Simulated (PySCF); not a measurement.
**Electron correlation in Ta³⁺ (tantalum, charge +3)**

[Xe] 4f14 5d2, high-spin 3F determinant. All numbers are calculated (PySCF 2.14, a scalar-relativistic core potential, in def2-TZVPPD with the def2 core potential (60 electrons)). Frozen: nothing; 10 electrons correlated.

```json
{"level": "CCSD", "correlation energy (mhartree)": "-187.53"}
{"level": "(T)", "correlation energy (mhartree)": "-2.95"}
{"level": "CCSD(T)", "correlation energy (mhartree)": "-190.48"}
```

Diagnostics: T1 = 0.0043, D1 = 0.0078, largest double amplitude 0.023.

Spin-orbit coupling, absent here, splits the open shell strongly.

Cost of the coupled-cluster step: of the order of 13 core-seconds, for 10 correlated electrons.

The basis has no tight functions for the innermost shells, so their pair energies are far from complete.

This basis was not built for core-valence correlation, so the inner-shell part is incomplete.
